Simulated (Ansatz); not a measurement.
Basis-set extrapolation for `FC[SiH](F)CCl` (PBE0-D4/def2-TZVP geometry, frozen core, Ansatz 0.2.0). Multiplicity 1, RHF reference.

|  | def2-TZVPP | def2-QZVPP |
| --- | --- | --- |
| HF | -1026.166978 | -1026.201691 |
| MP2 correlation | -1.146662 | -1.247097 |
| CCSD(T) correlation | -1.236964 | not run |

Energies in hartree. Use E(X) = E(∞) + A·exp(−7.88·√X) for Hartree–Fock and E(X) = E(∞) + B·X^(−2.97) for correlation, with X = 3 and 4, and add CCSD(T) minus MP2 of the smaller set to the MP2 limit.

**Question.** What is the CCSD(T) energy at the basis-set limit?

**Answer.** HF limit: -1026.201691 + (-0.034713) × 0.13774 = -1026.20647. MP2 limit: -1.247097 + (-0.100435) × 0.74074 = -1.32149. Higher-order term: -1.236964 − (-1.146662) = -0.09030. Total: -1027.61826 hartree, 562.7 kJ/mol below CCSD(T)/def2-TZVPP.
